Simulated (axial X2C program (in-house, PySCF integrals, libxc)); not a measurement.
# TaBr⁺: bond constants with and without spin–orbit coupling

All values were computed with an axial X2C code built on PySCF integrals. Spin-free means the one-electron spin-free X2C Hamiltonian; two-component (2c) means X2C with spin–orbit coupling and atomic mean-field two-electron Coulomb and Gaunt terms, so the difference of the two also holds small scalar two-electron terms. Basis: Ta dyall-v3z [13s14p9d7f2g], Br dyall-v3z [8s9p6d1f] (cores contracted in-house); Gaussian nuclei, density fitting, unrestricted open shells. Masses: Ta 180.948 u, Br 78.918 u.

The run was started with this input:
```json
{"zs": [73, 35], "q": 1, "bas": ["dyall-v3z", "dyall-v3z"], "levels": ["PBE0", "HF", "BP86", "PBE50"], "cc": false, "r0": 2.6, "npts": 10, "nst": 2, "ntry": 6}
```
```bash
python so2c.py task.json out
```

Keys: zs atomic numbers; q charge; bas basis sets; levels methods; cc coupled cluster on or off; r0 starting distance in Å; npts points on the curve; nst determinants followed; ntry starts of the search. HF also brings MP2.

State, spin-free: M_S = 3/2, Λ = 0 (beyond evenly filled blocks: σα, δ+α, δ-α); electrons by block: σα: 21, σβ: 20, π+α: 11, π+β: 11, π-α: 11, π-β: 11, δ+α: 5, δ+β: 4, δ-α: 5, δ-β: 4, φ+α: 1, φ+β: 1, φ-α: 1, φ-β: 1. Fragments: Ta+ + Br.

State, 2c: Ω = 3/2 (⟨Sz⟩ = 1.48, ⟨Lz⟩ = 0.02 at PBE0); electrons by block: 1/2: 32, -1/2: 31, 3/2: 15, -3/2: 16, 5/2: 6, -5/2: 5, 7/2: 1, -7/2: 1. Fragments: Ta+ + Br.

```tsv
Hamiltonian	level	Re (Å)	ωe (cm⁻¹)	αe (cm⁻¹)	De (eV)	D0 (eV)	k (mdyn/Å)	μ (D)
spin-free	PBE0	2.295	325.8	0.000139	4.22	4.20	3.44	-3.55
spin-free	HF	2.351	306.9	0.000135	2.27	2.26	3.05	-5.74
spin-free	MP2	2.275	341.0	0.000136	4.06	4.04	3.77	n/a
spin-free	BP86	2.305	316.6	0.000145	4.60	4.58	3.25	-2.78
spin-free	PBE50	2.291	330.1	0.000137	3.90	3.88	3.53	-4.27
2c	PBE0	2.296	324.5	0.00014	n/a	n/a	3.41	-3.55
2c	HF	2.353	304.9	0.000135	n/a	n/a	3.01	-5.75
2c	MP2	2.278	338.2	0.000137	n/a	n/a	3.7	n/a
2c	BP86	2.306	315.3	0.000146	n/a	n/a	3.22	-2.77
2c	PBE50	2.293	328.5	0.000137	n/a	n/a	3.49	-4.28
```

Correlated methods: 33 electrons correlated (number of frozen shells: Ta 4 s, 3 p, 2 d; Br 3 s, 2 p, 1 d), 285 virtual spin orbitals or spinors in MP2.

Dipoles are positive if Br is the positive end and refer to the centre of mass.

Occupations by symmetry block were frozen at the best pattern of an incomplete PBE0 search. Dissociation energies refer to the lowest single-determinant-based atoms at the same level and basis. De is not given where an atomic determinant may have missed its ground term or J level, or where the truncated virtual space spoils (T). Density functionals use the spin component along the axis (collinear). PBE0 can misorder states that lie within some tenths of an eV, so this need not be the ground state of the molecule. The nearest other spin-free determinant of the search, M_S = 3/2, Λ = 3, lies 0.48 eV up at the distance of the search. The functionals have no current-density term, which raises determinants with orbital currents, atoms included. With several unpaired electrons one determinant need not be a pure state. At some level and bond length an empty orbital lies below a filled one. This is the top spin component of a Σ state; components of lower Ω are not single determinants and can lie lower. Under one Hamiltonian the search converged a single determinant, so lower ones may well exist.

Rough cost a point (2c) on 1 thread(s) of a shared host, integrals apart: PBE0 3 s, HF 3 s, BP86 0.9 s, PBE50 4 s.

The whole task took 6.4 min on 1 thread of Arm Neoverse N1, with other jobs on the host.
